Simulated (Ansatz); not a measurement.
The cluster Ca4Te4 (the lowest singlet isomer of a short search). Total charge 0; singlet. Geometry r2SCAN-D4/def2-SVP, basis def2-TZVP, Ansatz.

Cartesian coordinates in Å:
```
Ca -0.370 1.859 1.327
Ca 0.353 -1.850 1.345
Ca -1.846 -0.366 -1.348
Ca 1.863 0.358 -1.324
Te -0.435 2.278 -1.656
Te 2.273 0.450 1.660
Te -2.295 -0.440 1.630
Te 0.457 -2.288 -1.634
```

```tsv
run	HOMO (eV)	LUMO (eV)
A	-5.75	-1.56
B	-5.07	-1.70
C	-4.80	-1.96
D	-4.87	-2.07
```

In the def2 sets Te takes a core potential; there is no spin–orbit coupling. The structure comes from a short search, and lower isomers may exist.

Question: The runs used PBE, PBE0, r2SCAN, revPBE. Estimate which is which.

Answer: A PBE0 (25 % exact exchange); B r2SCAN (0 % exact exchange); C revPBE (0 % exact exchange); D PBE (0 % exact exchange). Exact exchange lowers occupied and raises empty levels; among semilocal functionals meta-GGAs tend to open the gap a little, and such runs are hard to tell apart. The gap grows from 2.80 eV (PBE) to 4.19 eV (PBE0).
